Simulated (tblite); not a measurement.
C6H6NOS (doublet state).
Cartesian coordinates in Å at the GFN2-xTB level; atoms count from 1:
```xyz
15
C6H6NOS angstrom
C     -2.4760    0.5676   -0.2585
N     -1.4489   -0.4337   -0.1282
C     -0.1178   -0.1636   -0.1922
C      0.7928   -1.1733   -0.2865
C      2.2439   -1.1086   -0.3257
O      2.9214   -2.1101   -0.4625
C      2.7013    0.2490   -0.1807
C      2.0844    1.3832   -0.0813
S      0.2938    1.5308   -0.1012
H     -2.2766    1.3880    0.4323
H     -2.5290    0.9758   -1.2736
H     -3.4345    0.1213   -0.0055
H     -1.7129   -1.3845   -0.3366
H      0.4112   -2.1848   -0.3479
H      2.5426    2.3509    0.0205
```

Structure optimised with GFN2-xTB, isolated species. This method treats the open shell by occupation alone, without spin polarisation.

Take the most abundant isotopes and a rigid rotor. The values belong to one conformer with, in the numbering `[CH3:1][NH:2][c:3]1[cH:4][c:5](=[O:6])[c:7][cH:8][s:9]1`, C1–N2–C3–C4 -169°, C3–C4–C5–O6 -177°, C4–C5–C7–C8 -3°, C7–C8–S9–C3 3°, N2–C3–S9–C8 175°.

Task: What are A, B and C (GHz)?

Result: Ia = 188.84, Ib = 463.06, Ic = 647.79 u·Å²; 505379 MHz·u·Å²/I gives 2676, 1091 and 780.2 MHz, that is A = 2.6762, B = 1.0914, C = 0.7802 GHz.

Task: What kind of rotor is it?

Result: An asymmetric top: κ = (2 × 1091 − 2676 − 780.2)/(2676 − 780.2) = -0.67.

Task: Is it planar, by Δ = Ic − Ia − Ib?

Result: Not planar: Δ = Ic − Ia − Ib = -4.11 u·Å². For a rigid frame Δ = −2 Σ m c², so Σ m c² = 2.05 u·Å² lies off the ab plane: 1.63 from hydrogen and 0.42 from heavier atoms. The atom farthest from that plane is 1.14 Å away.

Task: Give the other two planar moments, Paa and Pbb, and the rms extents of the mass along the axes.

Result: Paa = Σ m a² = (Ib + Ic − Ia)/2 = 461.00 and Pbb = Σ m b² = (Ia + Ic − Ib)/2 = 186.79 u·Å². With the mass M = 140.02 u, the rms extents √(P/M) along a, b and c are 1.81, 1.16, 0.12 Å.

Task: Estimate the classical rotational partition function at 10 K, 298.15 K and 500 K.

Result: Point group C1, symmetry number σ = 1; q = (√π/σ)·√((kT/h)³/(ABC)), k/h = 20836.6 MHz/K: 3530 at 10 K, 575000 at 298.15 K, 1250000 at 500 K.

For this open shell read J as N, the rotation without spin; fine and hyperfine splittings come on top. Its GFN2-xTB frequencies are all real (lowest 64 cm⁻¹). Constants of a rigid frame at the computed geometry: no zero-point averaging, no centrifugal distortion.

Time: 0.43 s wall. Hardware: Arm Neoverse V1, one thread, shared host. That covers the optimisation of the geometry.
